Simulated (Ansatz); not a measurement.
Input file for Ansatz (a program for electronic structure): R-CCSD(T)/aug-cc-pVDZ on H2Se (SMILES [SeH2]) with ghost functions, monomers drawn apart or pushed together. The run froze 14 orbitals, filled d shells among them.

Ansatz 0.2 input:
```yaml
crystal:
  periodic: [false, false, false]
  atoms:
    - {symbol: Se, position_ang: [-0.10565097, -0.40650303, 4.38463577]}
    - {symbol: H, position_ang: [0.91121978, 0.62237108, 4.12290124]}
    - {symbol: H, position_ang: [0.77158027, -1.45279637, 3.83977799]}
basis:
  gaussian:
    orbitals: aug-cc-pVDZ
    ghost_atoms:
      - {symbol: C, position_ang: [0.63947630, 0.12382111, 0.21118088]}
      - {symbol: O, position_ang: [-0.32863329, 0.25683449, -0.34630877]}
magnetization: {spin_polarized: false}
correlation: {method: ccsd_t, electrons: outside_noble_gas}
scf: {lower_state_search: off}
```

Output:

```
WARN ansatz: RAYON_NUM_THREADS=1 ignored (pool sized by the plan → 1); use --threads N
Functional definition: HF
these checks for a lower state are left out or cut short: stability, starts, cluster_reference, orbital_swaps, neighbouring_geometries, increment
integrals: 0.11 GiB planned
832 factors; integrals over basis functions are off by at most 1.1e-3 eV
mean field: 0.22 GiB planned
mean field evaluation 1: about -65333.3733 eV, gradient 9.4e0 eV
mean field evaluation 2: about -65333.3744 eV, gradient 9.5e0 eV
mean field evaluation 4: about -65333.8390 eV, gradient 1.1e0 eV
mean field evaluation 8: about -65333.8477 eV, gradient 3.4e-4 eV
mean field -65333.84771999 eV, -2400.9746188370 hartree, gradient 1.4e-6 eV, S^2 0.000000; 0 other end points of the search recorded, 0 dependent functions left out
14 core orbitals not correlated
reference -65333.84771999 eV, -2400.9746188370 hartree; 4, 4 occupied and 82, 82 virtual orbitals, 832 factors
second order -3.71573270 eV of doubles, -0.00000000 eV of singles
coupled cluster: 0.28 GiB planned
cycle   1  -4.16389400 eV  change   -4.5e-1 eV  update   5.0e-2
cycle   2  -4.31166619 eV  change   -1.5e-1 eV  update   1.7e-2
cycle   3  -4.32096169 eV  change   -9.3e-3 eV  update   4.0e-3
cycle   4  -4.32054084 eV  change    4.2e-4 eV  update   1.2e-3
cycle   5  -4.32025210 eV  change    2.9e-4 eV  update   3.6e-4
cycle   6  -4.32021012 eV  change    4.2e-5 eV  update   1.2e-4
cycle   7  -4.32021590 eV  change   -5.8e-6 eV  update   4.3e-5
cycle   8  -4.32021978 eV  change   -3.9e-6 eV  update   1.3e-5
cycle   9  -4.32021845 eV  change    1.3e-6 eV  update   4.1e-6
perturbative correction -0.11706719 eV, -0.0043021397 hartree
Total energy: -65338.28500563 eV, -2401.1376860765 hartree
Checks for a lower state left out: stability, starts, cluster_reference, orbital_swaps, neighbouring_geometries, increment
```

The run converged.

Cost: roughly 3.0 core-seconds.
